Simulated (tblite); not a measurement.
Isomers of C5H8N2S. Calculated harmonic vibrations of the isolated species, GFN2-xTB (tblite), most abundant isotopes, no scaling. This tight-binding method is rough: wavenumbers can miss measured ones by several per cent, in bad cases by 10 to 20. One conformer each.

Electronic energies: GFN2-xTB at the same geometries; isomer energies are rough at this level and their order can be wrong.

| SMILES | electronic energy, lowest = 0 (kJ/mol) |
| --- | --- |
| CC(C)c1ncsn1 | 0.0 |
| CNc1cnsc1C | 50.2 |
| CCc1nnsc1C | 67.0 |
| CC(C)c1nncs1 | 55.5 |
| CCc1nnc(C)s1 | 35.5 |

Q: How do GFN2-xTB zero-point energies change the relative energies?

A: 
| SMILES | ZPE (kJ/mol) | of it from modes above 1550 cm⁻¹ | electronic (kJ/mol) | with ZPE, lowest = 0 (kJ/mol) | lowest mode (cm⁻¹) | rings |
| --- | --- | --- | --- | --- | --- | --- |
| CC(C)c1ncsn1 | 330.2 | 145.8 | 0.0 | 0.0 | 34 | 1 |
| CCc1nnc(C)s1 | 328.0 | 163.3 | 35.5 | 33.3 | 38 | 1 |
| CNc1cnsc1C | 327.3 | 156.0 | 50.2 | 47.3 | 68 | 1 |
| CC(C)c1nncs1 | 329.5 | 145.9 | 55.5 | 54.8 | 18i | 1 |
| CCc1nnsc1C | 328.5 | 144.5 | 67.0 | 65.4 | 61 | 1 |

The zero-point energies span 2.9 kJ/mol, from `CNc1cnsc1C` to `CC(C)c1ncsn1`. Slightly imaginary modes are left out of the zero-point energy: `CC(C)c1nncs1` 18.0i cm⁻¹. The order is unchanged.

Q: What do entropy and thermal enthalpy add at 298.15 K and 1 bar (rigid rotor, harmonic oscillator, one conformer each)?

A: 
```
      SMILES  point group  symmetry number  S (J/(mol K))  H − H(0) (kJ/mol)  ZPE + H − H(0) − TS (kJ/mol)
CC(C)c1ncsn1           Cs                1          378.2              24.16                         241.6
CCc1nnc(C)s1           C1                1          390.3              25.47                         237.1
  CNc1cnsc1C           C1                1          384.9              25.54                         238.1
  CCc1nnsc1C           C1                1          383.9              25.11                         239.2
```

Not tabulated: `CC(C)c1nncs1` (lowest mode only 18i cm⁻¹).
